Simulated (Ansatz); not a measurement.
Compare A (`C#C[SiH](F)Cl`) with its isomer B (`FC1=C(Cl)[SiH2]1`).

Isolated molecules relaxed with PBE0-D4/def2-TZVP in Ansatz; ΔE leaves out vibrations. CCSD(T)/CBS is the MP2 limit (def2-TZVPP, def2-QZVPP) plus CCSD(T) − MP2 in def2-TZVPP, frozen cores. Functionals use def2-TZVPP. B3LYP here is the variant with VWN-RPA as its local correlation; programs differ in this.

A:

```xyz
7

C     0.969   -1.465    0.941
C     0.384   -0.598    0.342
Si   -0.536    0.676   -0.551
F     0.249    1.039   -1.880
Cl   -0.666    2.350    0.593
H     1.490   -2.230    1.471
H    -1.889    0.228   -0.915
```

B:

```xyz
7

F    -1.3648   -0.2326   -1.8180
C    -0.5829   -0.0992   -0.7693
C    -0.7347   -0.1066    0.5474
Cl   -1.9867   -0.2860    1.6747
Si    1.0049    0.1556    0.0586
H     2.0182   -0.9222    0.1680
H     1.6461    1.4910    0.1387
```

**Question.** Which isomer does CCSD(T)/CBS put lower? Give the gap. (Estimate.)

**Answer.** Computed: A, by 100.8 kcal/mol.

**Question.** Give E(B) − E(A) in kcal/mol with HF/def2-TZVPP, LDA (SPW92), MP2/def2-TZVPP, CCSD(T)/def2-SVP, B3LYP, PBE0-D4, r2SCAN-D4. (Estimate.)

**Answer.** The calculation gave: HF/def2-TZVPP 107.6, LDA (SPW92) 78.5, MP2/def2-TZVPP 102.2, CCSD(T)/def2-SVP 91.7, B3LYP 95.4, PBE0-D4 87.5, r2SCAN-D4 92.0. None reverses the order clearly.

**Question.** Does the order hold for the free energy at 298.15 K (harmonic terms from PBE0-D4)? (Estimate.)

**Answer.** Computed: Yes: G(B) − G(A) = +100.3 kcal/mol.

Largest T1 diagnostic: 0.013.

From r2SCAN to r2SCAN0 (25 % exact exchange), in def2-TZVPP and without D4, E(B) − E(A) moves by +1.4 kcal/mol. In def2-TZVPP, CCSD(T) changes the Hartree–Fock value by −8.5 kcal/mol (the triples alone add −1.7 kcal/mol) and MP2 by −5.4 kcal/mol.
